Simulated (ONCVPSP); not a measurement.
Plane-wave convergence, ONCV potential for Zr

```json
{
  "Element": "Zr (Z = 40)",
  "Generator": "ONCVPSP 4.0.1",
  "Type": "optimised norm-conserving Vanderbilt (ONCV)",
  "Functional": "LDA (Perdew-Wang 92)",
  "Relativity": "scalar-relativistic",
  "Frozen core": "[Ar] 3d10",
  "Valence charge": "12",
  "Reference configuration": "4s2 4p6 4d2 5s1.75 5p0.25",
  "Partial waves": "4s+5s: rc 2.00 bohr, ncon 4, nbas 7, qcut 7.1 1/bohr, 2 projectors; 4p+5p: rc 2.45 bohr, ncon 4, nbas 8, qcut 6.5 1/bohr, 2 projectors; 4d: rc 1.80 bohr, ncon 3, nbas 7, qcut 6.3 1/bohr, 2 projectors, debl 0.6 Ha",
  "Local potential": "polynomial inside 1.30 bohr (lpopt 5, dvloc0 1 Ha)",
  "Core correction": "Teter function, fcfact 2.75, rcfact 1.75"
}
```

For each optimised wave give the share of its norm inside rc, the residual kinetic energy above qcut (Ha) and the cutoffs (Ha) for errors of 10, 1, 0.1 and 0.01 mHa per electron.

| wave | norm inside rc | residual KE | 10 mHa | 1 mHa | 0.1 mHa | 0.01 mHa |
| --- | --- | --- | --- | --- | --- | --- |
| 4s | 0.954 | 1.3e-07 | 10.7 | 14.9 | 18.1 | 20.6 |
| 5s | 0.067 | 1.2e-07 | 7.5 | 13.5 | 17.6 | 20.7 |
| 4p | 0.967 | 3.7e-09 | 8.2 | 10.8 | 13.2 | 15.5 |
| 5p | 0.050 | 1.7e-09 | 5.1 | 8.1 | 10.5 | 12.7 |
| 4d | 0.396 | 1.6e-05 | 10.6 | 14.4 | 17.4 | 21.7 |
| d projector 2 | 0.159 | 1.7e-05 | 10.3 | 14.4 | 17.6 | 20.6 |

The occupied waves need 15 Ha and 18 Ha for 1 and 0.1 mHa.
